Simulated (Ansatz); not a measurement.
Conformers of CH₈GeO₂Si (`O[SiH](O)[CH2][GeH3]`), each relaxed with PBE0-D4/def2-TZVP in Ansatz. CBS adds the triple-zeta coupled-cluster correction to the MP2 limit.

Outer-core shells of Ge are correlated without core-valence functions. Scalar relativity is left out up to krypton. Spin–orbit coupling is left out.

Not all of them had a frequency check.

Conformer A:

Cartesian coordinates in Å:
```
O 1.296 0.727 -1.231
Si 0.224 1.134 -0.058
O -0.556 2.507 -0.530
C -0.893 -0.324 0.120
Ge 0.054 -2.024 0.363
H 1.864 1.419 -1.571
H 0.909 1.430 1.234
H -0.733 3.163 0.145
H -1.529 -0.411 -0.766
H -1.550 -0.172 0.982
H 0.665 -2.491 -0.965
H -0.927 -3.097 0.871
H 1.175 -1.862 1.406
```

Conformer B:

Cartesian coordinates in Å:
```
O 0.553 -1.551 0.989
Si 0.961 0.024 0.733
O 1.405 0.783 2.123
C -0.526 0.770 -0.077
Ge -1.099 -0.188 -1.692
H 1.226 -2.129 1.351
H 2.172 0.130 -0.115
H 0.742 0.886 2.807
H -1.372 0.784 0.617
H -0.307 1.806 -0.347
H 0.122 -0.535 -2.562
H -1.831 -1.482 -1.311
H -2.048 0.702 -2.517
```

Task: Which is lowest in electronic energy at CCSD(T)/CBS (frozen core, def2 sets), and by how much? (Estimate.)

Result: The calculation gave: B; A lies 2.8 kJ/mol higher.

Task: Give the energies relative to B (kJ/mol) with PBE-D4/def2-TZVPP, ωB97X-V/def2-TZVPP, PBE/def2-TZVPP, PBE0/def2-TZVPP, CCSD(T)/def2-TZVPP, HF/def2-QZVPP, HF/CBS(def2). (Best estimate.)

Result: Ansatz gave: 
```json
{"level": "PBE-D4/def2-TZVPP", "A": "3.2"}
{"level": "ωB97X-V/def2-TZVPP", "A": "3.0"}
{"level": "PBE/def2-TZVPP", "A": "3.2"}
{"level": "PBE0/def2-TZVPP", "A": "2.8"}
{"level": "CCSD(T)/def2-TZVPP", "A": "3.3"}
{"level": "HF/def2-QZVPP", "A": "1.9"}
{"level": "HF/CBS(def2)", "A": "1.9"}
```
